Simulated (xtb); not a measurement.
Sn(Br)(OMe) (CH3BrOSn), SMILES C[O][Sn][Br] (connectivity only; charge and spin as stated), neutral, multiplicity 1. All values are semi-empirical tight-binding results from xtb (GFN2-xTB unless named), good for trends rather than for accurate numbers. Coordinates come from a GFN2-xTB optimisation. The structure was generated by enumeration; whether it is a known compound was not checked. One conformer was computed; it need not be the lowest.

For metal compounds this method's bond lengths and energies can be far off.

Computed properties:
```yaml
point_group_as_xtb_finds_it: Cs
orbital_gap: 4.02 eV
zero_point_energy: 25.1 kcal/mol
G − E(el) at 298.15 K (modified RRHO): 3.9 kcal/mol
```
